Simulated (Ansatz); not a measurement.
Reaction (redistribution): `N[AsH]S` + `O=C[SiH2][SiH2][SiH3]` → `[SiH3][SiH2][AsH]S` + `N[SiH2]C=O`

Program: Ansatz. Geometries: PBE0-D4/def2-TZVP. ΔE: electronic, gas phase. CCSD(T)/CBS adds triple-zeta CCSD(T) − MP2 to the extrapolated MP2 energy (def2 sets, frozen cores). Functionals use def2-TZVPP. B3LYP here is the variant with VWN-RPA as its local correlation; programs differ in this. For As outer-core shells are correlated without core-valence functions, which leaves a few kJ/mol of doubt a bond. Scalar relativity is left out up to krypton. One conformer a species, not always the lowest.

```csv
level,ΔE (kcal/mol)
r2SCAN-D4,-23.0
B3LYP-D4,-23.3
```

**Question.** What does CCSD(T)/CBS give? (Estimate.)

**Answer.** Computed: -24.4 kcal/mol. The listed levels differ from it by 1.4, 1.1 kcal/mol.

Largest T1 diagnostic among the species: 0.016.

From PBE to PBE0 (25 % exact exchange), in def2-TZVPP and without D4, ΔE moves by −2.0 kcal/mol.
